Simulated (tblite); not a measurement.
ketene (C2H2O), singlet, geometry from GFN2-xTB; GFN1-xTB in tblite.

Here is a job for tblite.
```
$ tblite run mol.xyz --method gfn1 --charge 0 --spin 0 --etemp 2000 --json tblite.json --no-restart

# file mol.xyz
5

C     -0.01148162     0.02136311    -1.19190098
C      0.00092956    -0.00172957     0.09649676
H      0.00249612     0.94826436    -1.73006124
H     -0.03614064    -0.88566416    -1.76255958
O      0.01211961    -0.02255018     1.25813077
```

Question: What does tblite print? Leave out banner, timings and long lists.

Answer: 
```
xTB calculator
 | screened Coulomb repulsion
 | Coulomb electrostatics
 |  * isotropic Klopman-Ohno-Mataga-Nishimoto electrostatics
 |  * onsite third-order electrostatics
 | DFT-D3(BJ) dispersion correction

halogen bonding energy    0.0000000000000E+00 Eh
repulsion energy          1.5653172124304E-01 Eh
dispersion energy        -8.3130377983181E-04 Eh
number of electrons       1.6000000000000E+01 e
integral cutoff           1.9731147476801E+01 bohr

------------------------------------------------------------
  cycle        total energy    energy error   density error
------------------------------------------------------------
      1     -9.769098402080  -9.9247988E+00   7.5524896E-01
      2     -9.955290312392  -1.8619191E-01   3.9386424E-01
      3     -9.956691947285  -1.4016349E-03   1.9824640E-01
      4     -9.957373767326  -6.8182004E-04   2.3457293E-02
      5     -9.957848044181  -4.7427685E-04   3.3386055E-03
      6     -9.957820791786   2.7252395E-05   5.4961969E-03
      7     -9.957855021655  -3.4229870E-05   2.2357669E-04
      8     -9.957855067878  -4.6222999E-08   9.2193109E-05
      9     -9.957855076392  -8.5137444E-09   8.3239898E-07
------------------------------------------------------------

electronic energy        -1.0113555493855E+01 Eh
total energy             -9.9578550763921E+00 Eh

Post processing:
 | Mayer-Wiberg bond orders

[Info] JSON dump of results written to 'tblite.json'
```
